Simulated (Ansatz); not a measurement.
Molecule: CdH, charge 0, multiplicity 2. SMILES: [CdH]
Structure (B3LYP-D3(BJ)/def2-TZVP (Ansatz, a first-principles code) minimum search):
```xyz
2

Cd     0.0000     0.0000    -0.0367
H      0.0000     0.0000     1.7618
```
Charge 0, spin multiplicity 2.

Property: vertical electron affinity to the singlet, in eV. Set-up: STO-3G and 3-21G all-electron and non-relativistic; no spin-orbit coupling; open shells spin-unrestricted; valence correlation only (noble-gas shells and the d and f shells of earlier blocks); six Cartesian d functions in 6-31G* and its kin unless marked 5d; def2 sets with scalar-relativistic core potentials past Kr; LANL2DZ with its own core potentials from Na on; each state is the SCF solution reached for its charge and spin. First-principles rows: single points at B3LYP-D3(BJ) geometries (Ansatz).

```csv
level,program,vertical electron affinity to the singlet (eV)
HF/6-31G* with LANL2DZ past Ar,Ansatz,-0.38
PBE/6-31G* with LANL2DZ past Ar,Ansatz,0.47
B3LYP/STO-3G,Ansatz,-5.66
B3LYP/3-21G,Ansatz,0.65
B3LYP/6-31G* with LANL2DZ past Ar,Ansatz,0.58
MP2/6-31G* with LANL2DZ past Ar,Ansatz,0.09
PBE/def2-TZVPD,Ansatz,0.67
PBE0/def2-TZVPD,Ansatz,0.63
wB97M-V/def2-TZVPD,Ansatz,0.70
```

No value to compare with is used here. The 6 habitual levels span -5.66 (B3LYP/STO-3G) to 0.65 eV (B3LYP/3-21G); PBE/def2-TZVPD gives 0.67.

The levels are drawn from those run, B3LYP/6-31G* more often than the rest, none by its result; left out are runs that failed, that the program found above a lower state of the same kind, or whose <S^2> lies over 0.5 above the pure value.
